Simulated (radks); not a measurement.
Problem. All-electron atom: the rubidium ion Rb23+ in [Ne] 3s2 3p2. All-electron calculation, Dirac Kohn-Sham, exchange-only PBE, spin-unpolarised, spherical densities, finite nucleus; open shells fill j = l - 1/2 first; Fermi nuclear charge, rms radius 4.2036 fm. Program: a radial shooting solver on a logarithmic mesh with Libxc functionals.

Spin-orbit splittings of the eigenvalues, e(l+1/2) - e(l-1/2), with zeta = 2 splitting/(2l+1) and mean radii in bohr:

shell  occ.  splitting (eV)  zeta (eV)  <r> j=l-1/2  <r> j=l+1/2
2p        6           62.33      41.55       0.1501       0.1540
3p        2               ?          ?       0.4236       0.4297
3d        0           3.066      1.226       0.3825       0.3843

Estimate the 3p splitting.

Solution. 14.17 eV (zeta = 9.447 eV).
